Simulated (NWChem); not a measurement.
Molecule: HfN₂H₄Cl₂; SMILES [NH2][Hf]([NH2])([Cl])[Cl]

```xyz
9

Hf     0.0000     0.0000    -0.1665
Cl     1.9800     0.0830     1.1383
Cl    -1.9800    -0.0830     1.1383
N     -0.2003     1.5728    -1.4058
H     -0.7709     2.3993    -1.2361
H      0.3070     1.7020    -2.2792
N      0.2003    -1.5728    -1.4058
H      0.7709    -2.3993    -1.2361
H     -0.3070    -1.7020    -2.2792
```
Atoms are numbered in this order, from 1.

Computed with NWChem. All runs use the structure optimised with PBE0/def2-SVP. Not confirmed as a minimum by frequencies. def2 effective core potentials on Hf; no spin-orbit coupling. Level TPSS/def2-SVP: single points from the atomic guess with DIIS by default; each run changes one setting, and all converged runs end within 0.3 mHa of each other. NWChem's automatic level shift, which a small gap switches on, acted in some of these runs.

| setting | SCF iterations |
|---|---|
| defaults | 10 |
| core-Hamiltonian guess | 21 |
| no level shifting | 10 |
| level shift of 0.5 Ha throughout | 18 |
| DIIS on 20 Fock matrices | 9 |
| 70 % damping for 30 cycles | 33 |
